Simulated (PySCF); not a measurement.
**Removing an electron from `O[SiH2][O][GeH3]`**

Species: GeH6O2Si.
Structure used (PBE0-D3(BJ)/def2-SVP), in Å, numbered top down from 1:
```xyz
10
GeH6O2Si angstrom
O      1.1533   -1.1153    0.4475
Si     1.3051    0.4699   -0.0420
O     -0.1959    0.9136   -0.5382
Ge    -1.7328    0.0038   -0.5934
H      1.9204   -1.5849    0.7828
H      2.2784    0.5918   -1.1686
H      1.7528    1.3397    1.0869
H     -1.5675   -1.2025   -1.5321
H     -2.7572    1.0046   -1.1475
H     -2.1052   -0.4413    0.8304
```

Level: B3LYP/def2-SVPD (PySCF). Frontier orbitals with their largest atomic shares (Löwdin; up to four atoms above 4 %):

```
orbital  ε (eV)                            main atoms
 HOMO−3   -9.82     O1 54 %, Si2 17 %, H7 8 %, H6 7 %
 HOMO−2   -8.89  O1 36 %, O3 19 %, Ge4 11 %, Si2 10 %
 HOMO−1   -8.84   O3 37 %, Ge4 25 %, H9 18 %, H10 8 %
   HOMO   -7.97                                     ?
   LUMO   -0.32  Ge4 24 %, Si2 14 %, O1 14 %, O3 10 %
 LUMO+1   -0.18   Ge4 26 %, Si2 18 %, O1 14 %, O3 8 %
 LUMO+2    0.28  Ge4 35 %, O1 12 %, H8 10 %, H10 10 %
```

Question: What vertical ionisation energy does ΔSCF give, and how far is −ε(HOMO) from it?

Answer: ΔSCF: 10.14 eV (978 kJ/mol; threshold wavelength 122 nm); ⟨S²⟩ of the doublet left behind is 0.758, against 0.75 for a pure doublet. −ε(HOMO) is 7.97 eV, 2.17 eV below it. In exact Kohn–Sham theory the two would be equal; B3LYP (global hybrid, 20 % exact exchange) falls short of its own ΔSCF value by 21 %.

Question: On which atoms does the HOMO lie?

Answer: O3 (oxygen bonded to Ge and Si) 30 %, Si2 (oxygen-bound silicon) 18 %, H7 (Si–H hydrogen) 13 %, H6 (Si–H hydrogen) 13 %, so no atom holds as much as 40 %. The HOMO−1 lies 0.87 eV lower.

Question: Shift the occupied levels rigidly so that −ε(HOMO) equals the ΔSCF value. What binding energies result?

Answer: The shift is +2.17 eV: HOMO 10.14, HOMO−1 11.01, HOMO−2 11.06, HOMO−3 11.99 eV. A rigid shift is only a rough guide to the deeper ionisations.

Question: With α = 64.2 au, estimate the like-pair dispersion coefficient by London's formula C6 = (3/4)α²I.

Answer: I = 0.3725 Eh, so C6 ≈ 1150 au, a rough estimate.

Question: How many of the 10 lowest singlet excitations (vertical TDDFT, same level) lie below the ionisation energy?

Answer: All 10; they run from 6.63 to 8.30 eV.

Geometry: PBE0-D3(BJ)/def2-SVP, one conformer, isolated molecule. The calculation is non-relativistic, for germanium too.
